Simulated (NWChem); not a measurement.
System: BH2SeOCl; SMILES OB([SeH])Cl

```xyz
6

B      0.4760     0.5642     0.0000
Cl    -0.6540     1.9323     0.0000
O      1.8057     0.7645     0.0000
H      2.0495     1.6979     0.0000
Se    -0.2642    -1.2310     0.0000
H      1.0572    -1.8774     0.0000
```
Atoms are numbered in this order, from 1.

STO-3G and 3-21G are far too small for this property and stand as cheap habits. Structure relaxed at the PBE0/def2-SVP level.

Spin-orbit effects, on the heavy nuclei and on their neighbours, are missing.

### Question
Give the principal values of the shielding tensors (ppm) of B1, Cl2, O3, Se5 from Hartree-Fock/STO-3G, GIAO (NWChem), with their diamagnetic and paramagnetic parts as GIAO splits them.

### Answer
| atom | σ11 | σ22 | σ33 | isotropic | diamagnetic | paramagnetic |
|---|---|---|---|---|---|---|
| B1 | 45.0 | 93.7 | 120.6 | 86.4 | 201.6 | -115.2 |
| Cl2 | 959.7 | 1051.2 | 1174.6 | 1061.8 | 1129.4 | -67.5 |
| O3 | 182.2 | 275.7 | 391.7 | 283.2 | 377.6 | -94.4 |
| Se5 | 2482.6 | 2767.9 | 2838.6 | 2696.3 | 2973.8 | -277.5 |
